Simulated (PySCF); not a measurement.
Calculation: PySCF with PBE-D3(BJ)/def2-TZVP // ωB97X-D3(BJ)/def2-TZVP. Gas-phase values, no solvent. One relaxed conformer stands for a flexible species; it need not be the lowest. Excitations are Tamm–Dancoff values on a coarser integration grid. The basis has no diffuse functions, so Rydberg states are missing or too high.

Reference species (SMILES): `[SiH3][Si](=[SiH2])F` (neutral, multiplicity 1).

```json
{
  "T1 excitation (TDA)": "1.89 eV",
  "S1–T1 gap (TDA)": "1.39 eV",
  "HOMO–LUMO gap": "2.59 eV"
}
```

After one change: the T1 excitation (TDA) rises by 0.03 eV; the S1–T1 gap (TDA) rises by 0.21 eV; the HOMO–LUMO gap goes up by 0.05 eV.

Name the change that produced these shifts. The new species is one of these.
(A) `F/[SiH]=[SiH]\[SiH3]`
(B) `F[SiH2][SiH]=[SiH2]` (F–Si–Si–Si torsion 1°)
(C) `F/[SiH]=[SiH]/[SiH3]`

B, `F[SiH2][SiH]=[SiH2]` (F–Si–Si–Si torsion 1°)
